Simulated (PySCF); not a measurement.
Coordinates in bohr (charge 1 multiplicity 5):
```
Ir    0.0000    0.0000   -0.2567
O     2.7052    0.0000    1.5477
O    -2.7052    0.0000    1.5477
```

Computed with PySCF, UPBE0, basis Ir def2-TZVP with ECP60, O def2-TZVP (scalar-relativistic core potentials, no spin–orbit coupling, density fitting).

This geometry of IrO₂⁺ is a stationary point at this level.

(1) What is the point group?

(2) Is it a minimum?

(3) List the harmonic modes with their infrared intensities.

(4) Give the ideal-gas entropy at 298.15 K and 1 bar by parts.

## Answers

(1) C2v.

(2) Yes: all harmonic wavenumbers are real.

(3) 
```csv
symmetry,ω (cm⁻¹),IR (km/mol),type
a1,276,5.6,bend
b2,807,0.4,stretch
a1,908,2.3,stretch
```

(4) translation 176.4, rotation 92.3, vibration 7.9, spin 13.4; total 290.0 J/(mol K).

Only a few start shapes were tried, so a lower isomer may exist. With open d or f shells other occupations or spin states may lie lower. At this level a broken-symmetry Ms = 0 minimum of C2v symmetry lies 55 kJ/mol below this structure. Spin–orbit coupling, left out here, can matter for elements this heavy.
